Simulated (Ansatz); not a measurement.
Compare A (`C=C1C[SiH](O)O1`) with its isomer B (`COC#CO[SiH3]`).

Isolated molecules relaxed with PBE0-D4/def2-TZVP in Ansatz; ΔE leaves out vibrations. CBS: MP2 limit from def2 TZ/QZ plus the TZ coupled-cluster correction, frozen cores. Functionals use def2-TZVPP. B3LYP here is the variant with VWN-RPA as its local correlation; programs differ in this. Each species was taken in one conformer, which may not be the lowest.

Task: Which isomer does CCSD(T)/CBS put lower? Give the gap. (Estimate.)

Result: Computed: A, by 100.8 kcal/mol.

Task: Give E(B) − E(A) in kcal/mol with CCSD/def2-TZVPP, B3LYP-D4, PBE-D4, HF/def2-TZVPP, ωB97M-V, MP2/def2-TZVPP, CCSD(T)/def2-TZVPP. (An estimate is asked.)

Result: The calculation gave: CCSD/def2-TZVPP 98.7, B3LYP-D4 94.8, PBE-D4 97.5, HF/def2-TZVPP 91.1, ωB97M-V 100.6, MP2/def2-TZVPP 101.6, CCSD(T)/def2-TZVPP 99.3. None reverses the order clearly.

Largest T1 diagnostic: 0.013.

In def2-TZVPP, CCSD(T) changes the Hartree–Fock value by +8.2 kcal/mol (the triples alone add +0.6 kcal/mol) and MP2 by +10.4 kcal/mol. The D4 term adds +1.8 kcal/mol with B3LYP and +0.9 kcal/mol with PBE0; it sums over pairs of atoms, weighted by their polarisabilities, and B3LYP, whose exchange is more repulsive, gets the larger term.
